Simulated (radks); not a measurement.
The numbers below are computed, except where a source is named.
The table gives one normalised radial function P(r) = r R(r) of Cd25+ in [Ar] 3d3 4s2 (r in bohr). Level of theory: scalar-relativistic Kohn-Sham, PBE, spin-polarised, spherical densities, finite nucleus; open shells are filled with parallel spins first (spin-orbit coupling, left out, can overturn this in heavy ions); Fermi nuclear charge, rms radius 4.6087 fm (a radial shooting solver on a logarithmic mesh with Libxc functionals).

r	P
0.0035	0.1971
0.003946	0.2154
0.004449	0.2346
0.005016	0.2546
0.005701	0.2765
0.006428	0.2972
0.007247	0.3176
0.008171	0.3372
0.009213	0.3551
0.01039	0.3705
0.01171	0.3823
0.01321	0.3891
0.01489	0.3897
0.01692	0.3814
0.01908	0.3635
0.02151	0.3339
0.02426	0.2912
0.02735	0.2339
0.03083	0.1612
0.03477	0.0732
0.0392	-0.0287
0.0442	-0.1417
0.05023	-0.2689
0.05664	-0.3870
0.06386	-0.4941
0.072	-0.5787
0.08118	-0.6280
0.09153	-0.6290
0.1032	-0.5708
0.1164	-0.4468
0.1312	-0.2578
0.1491	0.0033
0.1681	0.2801
0.1895	0.5526
0.2137	0.7776
0.241	0.9087
0.2717	0.9054
0.3063	0.7443
0.3454	0.4285
0.3894	-0.0067
0.4426	-0.5285
0.499	-0.9828
0.5626	-1.3193
0.6344	-1.4798
0.7153	-1.4475
0.8064	-1.2528
0.9093	-0.9627
1.025	-0.6549
1.156	-0.3913
1.314	-0.1931
1.481	-0.0848
1.67	-0.0313
1.883	-0.0096
2.123	-0.0024

Which n and l does it have? It may be an empty orbital.

Answer. n = 4, l = 0: the number of nodes gives n - l - 1 = 3, the rise at small r (about r^(l+1), flatter next to the nucleus through relativity) gives l, and the extent must fit the shell. The curve is that of 4s up; the table hardly tells the two spins apart. 4s up: eigenvalue -789.86 eV, 3 radial nodes at r = 0.0380, 0.149, 0.389 bohr, <r> = 0.669 bohr, 90 % of the charge inside 0.943 bohr.
